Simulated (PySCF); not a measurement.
**Computed structure and properties of [Ce(H2O)8]4+**

System: [Ce(H2O)8]4+ (singlet; a saddle point, relaxed within its symmetry); start: template (D4d). Method: PySCF 2.14.0, RKS PBE0, Ce lcecp-2-SVP with ECP46, O def2-SVP, H def2-SVP; non-relativistic Hamiltonian with scalar-relativistic core potentials where named; density fitting; no spin-orbit coupling.

Input of the relaxation:

```python
mol = gto.M(atom='''
Ce     0.00000     0.00000    -0.00000
O      2.09823    -0.00004     1.26000
H      2.20759    -0.00004     2.22390
H      3.00045    -0.00006     0.90360
O      0.00004     2.09823     1.26000
H      0.00004     2.20759     2.22390
H      0.00006     3.00045     0.90360
O     -2.09823     0.00004     1.26000
H     -2.20759     0.00004     2.22390
H     -3.00045     0.00006     0.90360
O     -0.00004    -2.09823     1.26000
H     -0.00004    -2.20759     2.22390
H     -0.00006    -3.00045     0.90360
O      1.48371     1.48365    -1.26000
H      2.12168     2.12160    -0.90360
H      1.56104     1.56097    -2.22390
O     -1.48365     1.48371    -1.26000
H     -2.12160     2.12168    -0.90360
H     -1.56097     1.56104    -2.22390
O     -1.48371    -1.48365    -1.26000
H     -2.12168    -2.12160    -0.90360
H     -1.56104    -1.56097    -2.22390
O      1.48365    -1.48371    -1.26000
H      2.12160    -2.12168    -0.90360
H      1.56097    -1.56104    -2.22390''',
    basis={'Ce': 'lcecp-2-SVP', 'O': 'def2-SVP', 'H': 'def2-SVP'},
    ecp={'Ce': 'lcecp-2-SVP'},
    charge=4, spin=0)
mf = dft.RKS(mol, xc='PBE0')
mf.grids.atom_grid = (50, 194)  # f atoms: unpruned, at least (60, 302)
mf = mf.density_fit()  # fitting sets: Ce AutoAux, O def2-universal-JKFIT, H def2-universal-JKFIT
mf.conv_tol = 1e-08; mf.max_cycle = 55
mf.kernel(dm0)  # dm0: converged density of the start geometry
# quasi-Newton relaxation in Cartesian coordinates to a largest gradient under 0.00045 Eh/bohr, steps kept in the point group
```

Run from Python with OMP_NUM_THREADS=4; the lines above give its settings. Where DIIS fails, smearing, a level shift and second-order steps follow.
It took 2.8 min on 4 threads of Arm Neoverse V2, with other jobs on the host, from the converged density of the start.

Course of the relaxation:

```
step  energy above end (eV)  largest force component within the symmetry (eV/Å)
   0                 0.1259                                               0.987
   1                 0.0366                                               0.209
   2                 0.0148                                               0.111
   3                 0.0059                                               0.069
   4                 0.0028                                               0.048
   5                 0.0013                                               0.013
   6                 0.0006                                               0.016
   7                 0.0002                                               0.015
   8                 0.0001                                               0.010
   9                 0.0000                                               0.005
```

Relaxed geometry (D4d):

```xyz
25

Ce    0.0000    0.0000    0.0000
O     2.0717    0.0000    1.2318
H     2.2450    0.0000    2.1976
H     2.9698   -0.0001    0.8386
O     0.0000    2.0717    1.2318
H     0.0000    2.2450    2.1976
H     0.0001    2.9698    0.8386
O    -2.0717    0.0000    1.2318
H    -2.2450    0.0000    2.1976
H    -2.9698    0.0001    0.8386
O     0.0000   -2.0717    1.2318
H     0.0000   -2.2450    2.1976
H    -0.0001   -2.9698    0.8386
O     1.4649    1.4649   -1.2318
H     2.1000    2.0999   -0.8386
H     1.5875    1.5874   -2.1976
O    -1.4649    1.4649   -1.2318
H    -2.0999    2.1000   -0.8386
H    -1.5874    1.5875   -2.1976
O    -1.4649   -1.4649   -1.2318
H    -2.1000   -2.0999   -0.8386
H    -1.5875   -1.5874   -2.1976
O     1.4649   -1.4649   -1.2318
H     2.0999   -2.1000   -0.8386
H     1.5874   -1.5875   -2.1976
```

```csv
contact,Å
Ce1–O2 (H2O),2.410
Ce1–O5 (H2O),2.410
Ce1–O8 (H2O),2.410
Ce1–O11 (H2O),2.410
Ce1–O14 (H2O),2.410
Ce1–O17 (H2O),2.410
Ce1–O20 (H2O),2.410
Ce1–O23 (H2O),2.410
```

On the finer grid (75, 302):

| Property | Result |
| --- | --- |
| HOMO | not given (4f levels lie in the core) |
| LUMO | not given (4f levels lie in the core) |
| Dipole about the centre of mass | 0.00 D |
| Set of Mulliken populations of Ce1 outside the core potential | s 2.26, p 6.37, d 1.60, f 0.13 |
| D3(BJ) dispersion energy (not in the energies) | -0.534 eV |

| atom | Mulliken (e) | Löwdin (e) | spin (e) |
| --- | --- | --- | --- |
| Ce1 | 1.64 | 1.34 | 0.00 |
| O2 | -0.33 | -0.04 | 0.00 |
| H3 | 0.31 | 0.19 | 0.00 |
| H4 | 0.31 | 0.18 | 0.00 |
| O5 | -0.33 | -0.04 | 0.00 |
| H6 | 0.31 | 0.19 | 0.00 |
| H7 | 0.31 | 0.18 | 0.00 |
| O8 | -0.33 | -0.04 | 0.00 |
| H9 | 0.31 | 0.19 | 0.00 |
| H10 | 0.31 | 0.18 | 0.00 |
| O11 | -0.33 | -0.04 | 0.00 |
| H12 | 0.31 | 0.19 | 0.00 |
| H13 | 0.31 | 0.18 | 0.00 |
| O14 | -0.33 | -0.04 | 0.00 |
| H15 | 0.31 | 0.18 | 0.00 |
| H16 | 0.31 | 0.19 | 0.00 |
| O17 | -0.33 | -0.04 | 0.00 |
| H18 | 0.31 | 0.18 | 0.00 |
| H19 | 0.31 | 0.19 | 0.00 |
| O20 | -0.33 | -0.04 | 0.00 |
| H21 | 0.31 | 0.18 | 0.00 |
| H22 | 0.31 | 0.19 | 0.00 |
| O23 | -0.33 | -0.04 | 0.00 |
| H24 | 0.31 | 0.18 | 0.00 |
| H25 | 0.31 | 0.19 | 0.00 |

The large-core potential holds the 4f shell empty.

On the grid (50, 194), as all that follows. Harmonic modes: 6 unstable, so a saddle point once the symmetry is let go (counted below −25 cm⁻¹); lowest -390 cm⁻¹ (negative: unstable), highest 3715 cm⁻¹, zero-point energy 5.402 eV.

Taking off one H2O (charge 0, singlet; the rest: singlet) in vacuum, both parts rigid, costs 2.92 eV; the small basis without counterpoise inflates it. Parting with an electron moved from the ligand to the metal can be far cheaper, even downhill.

Rigid scan of H2O along the line from its metal, all other atoms held (where the atom bridges, its other bond changes as well):

(distance to O2 (Å), energy (eV)): (2.11, 0.501), (2.21, 0.189), (2.31, 0.040), (2.41, 0.000), (2.51, 0.031)

One start shape was tried, so this needn't be the lowest isomer.
